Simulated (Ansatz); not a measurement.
CaF2, triplet, at a GFN2-xTB geometry (such geometries of metal compounds can be far from the true shape) (a higher spin typed on purpose: for a closed-shell molecule this is an excited state); BLYP/pcseg-1 run with Ansatz (a program for electronic structure).

The Ansatz input:
Ansatz 0.2 input:
```yaml
crystal:
  periodic: [false, false, false]
  atoms:
    - {symbol: Ca, position_ang: [0.01281239, -0.00212415, -0.00478897]}
    - {symbol: F, position_ang: [-0.25423892, 1.49448888, -1.29861581]}
    - {symbol: F, position_ang: [0.22576693, -1.48976855, 1.30925796]}
basis:
  gaussian:
    orbitals: pcseg-1.json
hamiltonian:
  xc: blyp
magnetization: {spin_polarized: true, initial_magnetization: 2}
```
The basis file holds pcseg-1 in the JSON format of the Basis Set Exchange.

It wrote (shortened):

```
Functional definition: BLYP
605 factors; their error is unknown
mean field evaluation 1: about -23866.2335 eV, gradient 2.3e1 eV
mean field evaluation 2: about -23861.4707 eV, gradient 4.6e1 eV
mean field evaluation 4: about -23867.9457 eV, gradient 5.4e-1 eV
mean field evaluation 8: about -23867.9236 eV, gradient 2.3e-2 eV
mean field evaluation 16: about -23867.9236 eV, gradient 6.1e-5 eV
mean field evaluation 32: about -23867.5130 eV, gradient 4.3e0 eV
mean field evaluation 64: about -23867.6245 eV, gradient 4.3e-1 eV
mean field evaluation 96: about -23864.6415 eV, gradient 8.2e0 eV
mean field -23867.92356099 eV, -877.1300126066 hartree, gradient 3.9e-6 eV, S^2 2.002157; 14 other end points of the search recorded, 0 dependent functions left out
reference -23867.92384570 eV, -877.1300230696 hartree; 20, 18 occupied and 32, 34 virtual orbitals, 605 factors
Total energy: -23867.92384570 eV, -877.1300230696 hartree
```
